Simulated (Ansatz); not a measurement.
`[O]=[Mo](=[O])([F])[Cl]` + NH₃ → `[NH2][Mo](=[O])(=[O])[Cl]` + H–F at 600 K and 1 bar (ligand exchange at a Mo–F bond).

Calculated with Ansatz (gas phase, PBE0-D4/def2-TZVP geometries, no zero-point term in ΔE). CCSD(T)/CBS is the MP2 limit (def2-TZVPP, def2-QZVPP) plus CCSD(T) − MP2 in def2-TZVPP, frozen cores. This one scheme is used for every species. Elements past krypton have def2 core potentials. For Mo outer-core shells are correlated without core-valence functions, which leaves a few kJ/mol of doubt a bond. Each species was taken in one conformer, which may not be the lowest.

```json
{"species": "`[O]=[Mo](=[O])([F])[Cl]`", "CCSD(T)/CBS energy (Eh)": "-778.22574", "H − E (kJ/mol)": "72.3", "S (J/(mol·K))": "395.2"}
{"species": "NH₃", "CCSD(T)/CBS energy (Eh)": "-56.50880", "H − E (kJ/mol)": "112.4", "S (J/(mol·K))": "219.5"}
{"species": "`[NH2][Mo](=[O])(=[O])[Cl]`", "CCSD(T)/CBS energy (Eh)": "-734.32634", "H − E (kJ/mol)": "142.0", "S (J/(mol·K))": "420.1"}
{"species": "H–F", "CCSD(T)/CBS energy (Eh)": "-100.39570", "H − E (kJ/mol)": "42.3", "S (J/(mol·K))": "194.0"}
```

H − E and S are ideal-gas, rigid-rotor, harmonic terms from PBE0-D4/def2-TZVP, for one conformer and one mirror image of each species. 1 Eh = 2625.50 kJ/mol, R = 8.31446 J/(mol·K).

Task: By hand: ΔE, ΔH, ΔS and ΔG.

Result: ΔE = (-734.32634) + (-100.39570) − (-778.22574) − (-56.50880) = 0.01250 Eh = 32.8 kJ/mol. Δ(H − E) = 142.0 + 42.3 − 72.3 − 112.4 = -0.4, so ΔH = 32.4 kJ/mol. ΔS = 420.1 + 194.0 − 395.2 − 219.5 = -0.6 J/(mol·K). ΔG = 32.4 − 600 × (-0.6)/1000 = 32.8 kJ/mol.

Task: By hand: the equilibrium constant, and the temperature at which ΔG would vanish if ΔH and ΔS stayed fixed.

Result: log₁₀ K = −ΔG/(RT ln 10) = -2.9. ΔH and −TΔS have one sign here, so there is no such temperature. One of them is within its doubt of zero, so this could turn.

The number of gas molecules stays the same, so ΔS is small and ΔH decides. A doubt of 5 kJ/mol in ΔE shifts log₁₀ K by 0.4 here. Other conformers and mirror images would add mixing entropy, several J/(mol·K) or more a flexible species. These are equilibria of isolated gas molecules and say nothing of rates. Largest T1 diagnostic: 0.024 (customary marks: 0.02 for closed shells, 0.045 for open ones).
